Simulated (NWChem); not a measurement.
System: CH6N cation; SMILES [NH3+]C

Here is an NWChem input.

```
start job
memory heap 200 mb stack 900 mb global 1100 mb
charge 1
geometry units angstroms noautosym nocenter noautoz
  C      0.000000     0.000000     0.814573
  N      0.000000     0.000000    -0.702497
  H     -1.016838     0.195558     1.154755
  H      0.677777     0.782828     1.154755
  H      0.339061    -0.978386     1.154755
  H     -0.625345    -0.723642    -1.080310
  H      0.939365    -0.179744    -1.080310
  H     -0.314020     0.903386    -1.080310
end
basis spherical
  * library def2-svp
end
dft
  xc xpbe96 cpbe96
  iterations 150
end
cosmo
  dielec 7.6
end
task dft energy
```

Output (shortened):

```
             Northwest Computational Chemistry Package (NWChem) 7.3.0
             --------------------------------------------------------

                             Geometry "geometry" -> ""
                             -------------------------

 Output coordinates in angstroms (scale by  1.889725989 to convert to a.u.)

  No.       Tag          Charge          X              Y              Z
 ---- ---------------- ---------- -------------- -------------- --------------
    1 C                    6.0000     0.00000000     0.00000000     0.81457300
    2 N                    7.0000     0.00000000     0.00000000    -0.70249700
    3 H                    1.0000    -1.01683800     0.19555800     1.15475500
    4 H                    1.0000     0.67777700     0.78282800     1.15475500
    5 H                    1.0000     0.33906100    -0.97838600     1.15475500
    6 H                    1.0000    -0.62534500    -0.72364200    -1.08031000
    7 H                    1.0000     0.93936500    -0.17974400    -1.08031000
    8 H                    1.0000    -0.31402000     0.90338600    -1.08031000

 Effective nuclear repulsion energy (a.u.)      47.5806732872

  pbe96 is a nonlocal functional; adding pw91lda local functional.

                                 NWChem DFT Module
                                 -----------------

 Summary of "ao basis" -> "ao basis" (spherical)
 ------------------------------------------------------------------------------
       Tag                 Description            Shells   Functions and Types
 ---------------- ------------------------------  ------  ---------------------
 C                          def2-svp                 6       14   3s2p1d
 N                          def2-svp                 6       14   3s2p1d
 H                          def2-svp                 3        5   2s1p

 in cosmo_initialize ...

 solvent parameters
 solvname_short: unkn
 solvname_long:  unknown
 dielec:        7.6000

          ---------------
          -cosmo- solvent
          ---------------
 Cosmo: York-Karplus, doi: 10.1021/jp992097l
 dielectric constant -eps-     =   7.60
 screen = (eps-1)/(eps    )    =   0.86842
 surface charge correction     = lagrangian

   van der Waals surface
 --------------------------

[...]

                                   COSMO solvation results
                                   -----------------------

                 gas phase energy =       -96.009510956403
                 sol phase energy =       -96.113454812661
 (electrostatic) solvation energy =         0.103943856258 (   65.23 kcal/mol)

                       DFT Final Molecular Orbital Analysis
                       ------------------------------------

 Vector    7  Occ=2.000000D+00  E=-4.728450D-01
              MO Center=  1.9D-04, -5.6D-07,  2.3D-01, r^2= 1.6D+00
   Bfn.  Coefficient  Atom+Function         Bfn.  Coefficient  Atom+Function
  ----- ------------  ---------------      ----- ------------  ---------------
    20      0.442788  2 N  pz                 6      0.375978  1 C  pz
    23     -0.225219  2 N  pz                29      0.142619  3 H  s
    34      0.142658  4 H  s                 39      0.142719  5 H  s
     9      0.123739  1 C  pz                 2      0.101644  1 C  s
    16     -0.096308  2 N  s                 44      0.094446  6 H  s

 Vector    8  Occ=2.000000D+00  E=-3.973454D-01
              MO Center= -1.8D-01, -6.7D-02,  7.8D-01, r^2= 1.5D+00
   Bfn.  Coefficient  Atom+Function         Bfn.  Coefficient  Atom+Function
  ----- ------------  ---------------      ----- ------------  ---------------
     4      0.399318  1 C  px                29     -0.345070  3 H  s
    39      0.256084  5 H  s                  5     -0.199126  1 C  py
     7      0.158266  1 C  px                49     -0.158079  7 H  s
    18      0.150981  2 N  px                54      0.117385  8 H  s
    30     -0.116194  3 H  s                 34      0.088981  4 H  s

 Vector    9  Occ=2.000000D+00  E=-3.972907D-01
              MO Center=  1.8D-01,  6.7D-02,  7.8D-01, r^2= 1.5D+00
   Bfn.  Coefficient  Atom+Function         Bfn.  Coefficient  Atom+Function
  ----- ------------  ---------------      ----- ------------  ---------------
     5      0.399357  1 C  py                34      0.347111  4 H  s
    39     -0.250565  5 H  s                  4      0.199138  1 C  px
     8      0.158203  1 C  py                44      0.158922  6 H  s
    19      0.151116  2 N  py                35      0.116872  4 H  s
    54     -0.114754  8 H  s                 29     -0.096374  3 H  s

 Vector   10  Occ=0.000000D+00  E=-2.165236D-02
              MO Center=  4.7D-03,  5.1D-03, -7.5D-01, r^2= 4.0D+00
   Bfn.  Coefficient  Atom+Function         Bfn.  Coefficient  Atom+Function
  ----- ------------  ---------------      ----- ------------  ---------------
    17      1.308859  2 N  s                 50     -0.596826  7 H  s
    55     -0.596406  8 H  s                 45     -0.590271  6 H  s
     3      0.548077  1 C  s                  9      0.417784  1 C  pz
    16      0.344637  2 N  s                 35     -0.326269  4 H  s
    30     -0.321849  3 H  s                 40     -0.321114  5 H  s

 Vector   11  Occ=0.000000D+00  E= 4.108121D-02
              MO Center=  7.3D-03,  4.9D-03,  1.1D+00, r^2= 3.9D+00
   Bfn.  Coefficient  Atom+Function         Bfn.  Coefficient  Atom+Function
  ----- ------------  ---------------      ----- ------------  ---------------
     3      2.579902  1 C  s                 35     -1.031941  4 H  s
    30     -1.013746  3 H  s                 40     -1.018603  5 H  s
    17     -0.870096  2 N  s                 23     -0.509062  2 N  pz
     2      0.416263  1 C  s                  9     -0.305341  1 C  pz
    20      0.213933  2 N  pz                 1     -0.184387  1 C  s

[...]
```

Level: PBE/def2-SVP, COSMO on the gas-phase geometry. Geometry: optimised at B3LYP/6-31G* (spherical d). COSMO prints the solvation energy as gas minus solution, so a positive value is a stabilisation.
